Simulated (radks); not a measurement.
All-electron atom: Nd28+ in [Ar] 3d10 4s2 4p2 (the NIST ground configuration). Calculated with a radial shooting solver on a logarithmic mesh with Libxc functionals: Dirac Kohn-Sham, BLYP, spin-unpolarised, spherical densities, finite nucleus; open shells fill j = l - 1/2 first; Fermi nuclear charge, rms radius 4.9123 fm.

Radial electron density D(r) = 4 pi r^2 rho(r):

r (bohr),D(r) (e/bohr)
0.001731,7.900
0.001952,9.546
0.002218,11.64
0.002501,13.96
0.00282,16.67
0.003179,19.81
0.003585,23.41
0.004042,27.50
0.004593,32.40
0.005179,37.47
0.005839,42.96
0.006584,48.77
0.007423,54.76
0.008437,61.11
0.009513,66.78
0.01073,71.87
0.01209,76.07
0.01363,79.09
0.0155,80.77
0.01747,80.78
0.0197,79.41
0.02221,77.00
0.02504,74.15
0.02846,71.58
0.03209,70.56
0.03618,71.70
0.0408,75.42
0.046,81.51
0.05186,89.03
0.05895,96.78
0.06646,101.7
0.07494,102.7
0.08449,99.10
0.09526,91.70
0.1083,82.29
0.1221,75.35
0.1376,72.87
0.1552,75.42
0.175,80.99
0.1989,85.73
0.2242,84.73
0.2528,76.47
0.285,62.29
0.3214,46.07
0.3653,31.23
0.4118,22.01
0.4643,16.88
0.5236,13.74
0.5903,10.74
0.6656,7.374
0.7564,4.040
0.8529,1.843
0.9616,0.6635
1.084,0.1848
1.222,0.03893
1.389,0.005188
1.567,0.0005284

D(r) has 3 maxima, at r = 0.0165, 0.0726, 0.207 bohr, and minima at 0.0321, 0.138 bohr, inside which lie 2.02, 11.19 electrons.
